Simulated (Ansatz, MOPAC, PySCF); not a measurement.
Potential energy surface of H6SeSi2, singlet: bend at the central Se, local threefold symmetry of each SiH3 group. Scanned: Si-Se-Si angle. Other coordinates (Se-Si length, H-Si-Se angle, Si-H length) were minimised at PBE0/def2-TZVP. Each profile is relative to its own lowest point.

| a / ° | A | B | C |
|---|---|---|---|
| 180 | 1.177 | 1.354 | 1.445 |
| 170.25 | 1.151 | 1.307 | 1.387 |
| 162.75 | 1.089 | 1.211 | 1.270 |
| 155.25 | 0.982 | 1.074 | 1.104 |
| 147.75 | 0.812 | 0.911 | 0.907 |
| 140.25 | 0.616 | 0.735 | 0.698 |
| 132.75 | 0.435 | 0.559 | 0.496 |
| 125.25 | 0.283 | 0.394 | 0.315 |
| 117.75 | 0.164 | 0.249 | 0.165 |
| 110.25 | 0.080 | 0.131 | 0.058 |
| 102.75 | 0.029 | 0.045 | 0.000 |
| 95.25 | 0.005 | 0.000 | 0.003 |
| 90 | 0.000 | 0.001 | 0.051 |

Energies in eV.

Problem. Which curve belongs to which method? The methods are MP2 on RHF/aug-cc-pVTZ, cores with 3d frozen (Ansatz, a program for electronic structure); PM3, restricted, heats of formation (MOPAC 23.2.5); PySCF 2.14.0 with restricted B3LYP/LANL2DZ, with its core potentials past Ne.

Solution. A is PM3; B is MP2/aug-cc-pVTZ; C is RKS-B3LYP/LANL2DZ.
